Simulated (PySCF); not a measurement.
Spinor energies of Se¹⁴⁺ (selenium, charge +14)

Start: [Ar] 3d2; 3d3/2 filled at m_j = +1/2, +3/2. Calculated with PySCF 2.14 in an even-tempered Gaussian basis (17 s from 1.2 bohr⁻², ratio 2.8; 12 p from 1.5 bohr⁻², ratio 2.8; 8 d from 1.5 bohr⁻², ratio 2.8; 4 f from 4.9 bohr⁻², ratio 3): generalised Hartree-Fock with the X2C-1e Hamiltonian and a Gaussian nucleus; one run each with spin-orbit coupling (SO) switched off, then screened by Boettger's factors.

```json
{"spinor shell": "1s1/2", "electrons": "2", "ε, spin-free (eV)": "-13192.2", "ε, screened SO (eV)": "-13191.8", "weight of nominal j (screened SO)": "1.000", "rms radius, screened SO (bohr)": "0.0508"}
{"spinor shell": "2s1/2", "electrons": "2", "ε, spin-free (eV)": "-2152.8", "ε, screened SO (eV)": "-2152.6", "weight of nominal j (screened SO)": "1.000", "rms radius, screened SO (bohr)": "0.211"}
{"spinor shell": "2p1/2", "electrons": "2", "ε, spin-free (eV)": "-1943.8", "ε, screened SO (eV)": "-1974.4", "weight of nominal j (screened SO)": "0.996", "rms radius, screened SO (bohr)": "0.186"}
{"spinor shell": "3s1/2", "electrons": "2", "ε, spin-free (eV)": "-637.74", "ε, screened SO (eV)": "-637.67", "weight of nominal j (screened SO)": "1.000", "rms radius, screened SO (bohr)": "0.558"}
{"spinor shell": "3p1/2", "electrons": "2", "ε, spin-free (eV)": "-565.47", "ε, screened SO (eV)": "-576.07", "weight of nominal j (screened SO)": "0.828", "rms radius, screened SO (bohr)": "0.555"}
{"spinor shell": "3p3/2", "electrons": "4", "ε, spin-free (eV)": "-565.47", "ε, screened SO (eV)": "-560.22", "weight of nominal j (screened SO)": "0.914", "rms radius, screened SO (bohr)": "0.563"}
{"spinor shell": "3d3/2", "electrons": "2", "ε, spin-free (eV)": "-474.41", "ε, screened SO (eV)": "-474.80", "weight of nominal j (screened SO)": "0.855", "rms radius, screened SO (bohr)": "0.524"}
```

Task: Where does 2p3/2 lie, and what is the 2p spin-orbit splitting (screened SO)?

Result: At -1928.9 eV, 45.541 eV above 2p1/2.

```json
{"quantity": "E (hartree)", "spin-free": "-2335.86993", "screened SO": "-2336.03017"}
{"quantity": "M_J", "spin-free": "2", "screened SO": "2"}
{"quantity": "⟨J²⟩", "spin-free": "8.002", "screened SO": "6.912"}
{"quantity": "⟨L²⟩", "spin-free": "12.002", "screened SO": "11.751"}
{"quantity": "⟨S²⟩", "spin-free": "2.000", "screened SO": "1.915"}
```

The determinant has a definite M_J but mixes levels of different J.

Each row is a mean over spinors that exchange with the open shell spreads, by up to 10.008 eV (3p1/2).

Rows whose weight is well below 1 are mixtures of j = l ± 1/2: exchange outweighs spin-orbit coupling there, and the label is only the starting occupation.

Without spin-orbit coupling the j labels of p, d and f shells carry no meaning; the spin-free column gives the mean over the occupied spinors of each nl shell, and its ⟨J²⟩ belongs to a mixture of degenerate components.
